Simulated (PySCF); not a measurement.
# Au⁺: ionisation energy

Au⁺ [Xe] 4f14 5d10 (1S) → Au²⁺ [Xe] 4f14 5d9 (2D), as a difference of total energies. Computed with PySCF 2.14 in x2c-TZVPPall with one added diffuse shell each of s, p, d, f type (12s8p8d4f1g, 113 functions), with scalar relativity by spin-free X2C-1e. Correlated levels: valence: [Xe] 4f14 frozen. The calculations carry no spin-orbit coupling.

| method | ionisation energy (eV) | plus first-order spin-orbit estimate | error of that sum (eV) |
| --- | --- | --- | --- |
| UHF | 18.960 | 18.273 | -1.930 |
| MP2 (valence) | 20.830 | 20.143 | -0.060 |
| SCS-MP2 (valence) | 20.658 | 19.971 | -0.232 |
| CCSD (valence) | 20.492 | 19.805 | -0.398 |
| CCSD(T) (valence) | 20.596 | 19.909 | -0.294 |

Reference: 20.203 ± 0.025 eV (measured; NIST Atomic Spectra Database, ionization energies).

A first-order spin-orbit estimate (lowest level to lowest level, LS coupling) adds -0.687 eV.

Errors of the correlated levels include the incompleteness of this basis and the frozen core.
